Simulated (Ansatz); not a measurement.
CH5BO2Se can be A, `OCOB[SeH]`, or B, `C[Se]B(O)O`.

Calculated with Ansatz (gas phase, PBE0-D4/def2-TZVP geometries, no zero-point term in ΔE). CCSD(T)/CBS adds triple-zeta CCSD(T) − MP2 to the extrapolated MP2 energy (def2 sets, frozen cores). DFT in def2-TZVPP. For Se outer-core shells are correlated without core-valence functions, which leaves a few kJ/mol of doubt a bond. Scalar relativity is left out up to krypton. One conformer a species, not always the lowest.

(1) Which is lower in electronic energy at CCSD(T)/CBS, and by how much? (Best estimate.)

(2) Give E(B) − E(A) in kJ/mol with PBE0-D4, HF/def2-TZVPP, r2SCAN-D4, ωB97M-V, CCSD(T)/def2-TZVPP, PBE-D4, CCSD/def2-TZVPP. (An estimate is asked.)

Largest T1 diagnostic: 0.012.

Answers

(1) Ansatz gave: B, by 226.8 kJ/mol.

(2) Computed: PBE0-D4 -221.2, HF/def2-TZVPP -218.7, r2SCAN-D4 -223.7, ωB97M-V -223.6, CCSD(T)/def2-TZVPP -224.0, PBE-D4 -215.6, CCSD/def2-TZVPP -224.6. None reverses the order clearly.

In def2-TZVPP, CCSD(T) changes the Hartree–Fock value by −5.4 kJ/mol (the triples alone add +0.5 kJ/mol) and MP2 by −18.3 kJ/mol. From PBE to PBE0 (25 % exact exchange), in def2-TZVPP and without D4, E(B) − E(A) moves by −5.8 kJ/mol.
